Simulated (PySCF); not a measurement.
Compound: C2H11BO2Si2.
Cartesian coordinates in Å at the GFN2-xTB level; atoms count from 1:
```
atom  x, y, z in Å
C1    -1.7857    2.0946    0.2597
O2    -1.6751    0.6980    0.2009
B3    -0.5042    0.0335    0.0042
O4    -0.5334   -1.3178   -0.0291
C5    -1.6957   -2.1052    0.1247
Si6    1.3074    0.7705   -0.2474
Si7    2.9985   -0.6995    0.3131
H8    -1.6413    2.4380    1.2881
H9    -2.7909    2.3654   -0.0680
H10   -1.0472    2.5853   -0.3802
H11   -1.6290   -2.6483    1.0700
H12   -1.7354   -2.8218   -0.6980
H13   -2.5922   -1.4852    0.1208
H14    1.5184    1.2463   -1.6330
H15    1.5243    2.0341    0.4966
H16    2.5397   -2.0806    0.4865
H17    4.0686   -0.7553   -0.6876
H18    3.6645   -0.3456    1.5729
```

The closed-shell SCF was solved with PySCF and density fitting under several settings on one GFN2-xTB geometry (grid level 2 and gas phase unless stated).

```json
{"settings": "PBE0/pcSseg-1", "basis functions": "188", "SCF cycles": "14", "E (Eh)": "-836.5855", "HOMO (eV)": "-7.98", "LUMO (eV)": "-0.45", "dipole (D)": "2.57"}
{"settings": "CAM-B3LYP/def2-SVPD", "basis functions": "242", "SCF cycles": "13", "E (Eh)": "-836.7152", "HOMO (eV)": "-9.27", "LUMO (eV)": "0.54", "dipole (D)": "2.39"}
{"settings": "BLYP/pcSseg-0, IEF-PCM methanol, start guess sap", "basis functions": "93", "SCF cycles": "14", "E (Eh)": "-835.8330", "HOMO (eV)": "-6.47", "LUMO (eV)": "-0.80", "dipole (D)": "3.53"}
{"settings": "PBE0/pcSseg-0, IEF-PCM tetrahydrofuran", "basis functions": "93", "SCF cycles": "12", "E (Eh)": "-835.3505", "HOMO (eV)": "-8.14", "LUMO (eV)": "-0.24", "dipole (D)": "3.39"}
{"settings": "WP04/6-31++G**, fitting basis def2-universal-jkfit", "basis functions": "200", "SCF cycles": "11", "E (Eh)": "-849.5515", "HOMO (eV)": "-9.03", "LUMO (eV)": "-2.20", "dipole (D)": "2.44"}
```

Q: Estimate the rows for these settings: (1) revPBE/MINI; (2) OLYP/6-31++G**, start guess sap.

A: 
```csv
settings,basis functions,SCF cycles,E (Eh),HOMO (eV),LUMO (eV),dipole (D)
revPBE/MINI,54,14,-831.7585,-8.01,-2.19,3.23
"OLYP/6-31++G**, start guess sap",200,16,-837.0386,-6.56,-1.17,2.47
```

Q: Over all rows, what range does the HOMO–LUMO gap span?

A: From 5.39 eV (OLYP/6-31++G**, start guess sap) to 9.81 eV (CAM-B3LYP/def2-SVPD). The functional of the narrowest has no exact exchange, that of the widest range-separated exact exchange.

Q: And the dipole moment?

A: From 2.39 D (CAM-B3LYP/def2-SVPD) to 3.53 D (BLYP/pcSseg-0, IEF-PCM methanol, start guess sap); the largest is 1.48 times the smallest, and the median is 2.57 D.

Cycle counts include a coarse-grid stage where the run had one. All basis functions are spherical, in the Pople sets too. WP04 was designed for NMR shieldings or shifts; total energies of different functionals aren't comparable. The species at its GFN2-xTB geometry (one conformer only).
